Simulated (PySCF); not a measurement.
## Spinor energies of As²⁺ (arsenic, charge +2)

Start: [Ar] 3d10 4s2 4p1; 4p1/2 filled at m_j = +1/2. Calculated with PySCF 2.14 in x2c-TZVPall-2c (6s7p4d1f, 54 functions): generalised Hartree-Fock with the X2C-1e Hamiltonian and a Gaussian nucleus; one run each with spin-orbit coupling (SO) switched off, then screened by Boettger's factors.

```json
{"spinor shell": "1s1/2", "electrons": "2", "ε, spin-free (eV)": "-11966.7", "ε, screened SO (eV)": "-11966.3", "weight of nominal j (screened SO)": "1.000", "rms radius, screened SO (bohr)": "0.0524"}
{"spinor shell": "2s1/2", "electrons": "2", "ε, spin-free (eV)": "-1594.1", "ε, screened SO (eV)": "-1593.9", "weight of nominal j (screened SO)": "1.000", "rms radius, screened SO (bohr)": "0.219"}
{"spinor shell": "2p1/2", "electrons": "2", "ε, spin-free (eV)": "-1395.5", "ε, screened SO (eV)": "-1420.6", "weight of nominal j (screened SO)": "1.000", "rms radius, screened SO (bohr)": "0.194"}
{"spinor shell": "2p3/2", "electrons": "4", "ε, spin-free (eV)": "-1395.5", "ε, screened SO (eV)": "-1383.3", "weight of nominal j (screened SO)": "1.000", "rms radius, screened SO (bohr)": "0.197"}
{"spinor shell": "3s1/2", "electrons": "2", "ε, spin-free (eV)": "-246.88", "ε, screened SO (eV)": "-246.78", "weight of nominal j (screened SO)": "1.000", "rms radius, screened SO (bohr)": "0.639"}
{"spinor shell": "3p1/2", "electrons": "2", "ε, spin-free (eV)": "-183.05", "ε, screened SO (eV)": "-186.77", "weight of nominal j (screened SO)": "1.000", "rms radius, screened SO (bohr)": "0.659"}
{"spinor shell": "3p3/2", "electrons": "4", "ε, spin-free (eV)": "-183.05", "ε, screened SO (eV)": "-181.13", "weight of nominal j (screened SO)": "1.000", "rms radius, screened SO (bohr)": "0.671"}
{"spinor shell": "3d3/2", "electrons": "4", "ε, spin-free (eV)": "-77.892", "ε, screened SO (eV)": "-78.316", "weight of nominal j (screened SO)": "0.998", "rms radius, screened SO (bohr)": "0.745"}
{"spinor shell": "3d5/2", "electrons": "6", "ε, spin-free (eV)": "-77.892", "ε, screened SO (eV)": "-77.466", "weight of nominal j (screened SO)": "0.999", "rms radius, screened SO (bohr)": "0.747"}
{"spinor shell": "4s1/2", "electrons": "2", "ε, spin-free (eV)": "-37.590", "ε, screened SO (eV)": "-37.545", "weight of nominal j (screened SO)": "0.997", "rms radius, screened SO (bohr)": "1.98"}
{"spinor shell": "4p1/2", "electrons": "1", "ε, spin-free (eV)": "-27.830", "ε, screened SO (eV)": "-28.067", "weight of nominal j (screened SO)": "0.981", "rms radius, screened SO (bohr)": "2.31"}
```

```tsv
quantity	spin-free	screened SO
E (hartree)	-2257.95752	-2258.06088
M_J	1/2	1/2
⟨J²⟩	1.060	0.817
⟨L²⟩	2.036	2.037
⟨S²⟩	0.762	0.764
```

Each row is a mean over spinors that exchange with the open shell spreads, by up to 0.677 eV (3p1/2).

⟨J²⟩ departs a little from M_J(M_J + 1) because the unrestricted spinors polarise the closed shells.

Without spin-orbit coupling the j labels of p, d and f shells carry no meaning; the spin-free column gives the mean over the occupied spinors of each nl shell, and its ⟨J²⟩ belongs to a mixture of degenerate components.
